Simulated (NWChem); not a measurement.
SiNH₄, doublet; SMILES [NH][SiH3]

Program: NWChem. Spin-unrestricted. Geometry: optimised at PBE0/def2-SVP, spin-unrestricted. No stability test was run on the SCF state. Level: PBE/def2-SVP with SMD (1 M gas to 1 M solution), gas-phase geometry. Reactions with the solvent are ignored.

| solvent | dielectric constant | solvation free energy (kcal/mol) | cavity-dispersion-structure term (kcal/mol) | dipole in solution (D) |
|---|---|---|---|---|
| water | 78.4 | -1.1 | 2.3 | 1.87 |
| diethyl ether | 4.24 | -1.8 | 0.7 | 1.75 |
| ethyl acetate | 5.99 | -1.7 | 1.1 | 1.79 |
| methanol | 32.6 | -2.3 | 1.0 | 1.86 |
| 2-propanol | 19.3 | -2.3 | 1.0 | 1.85 |
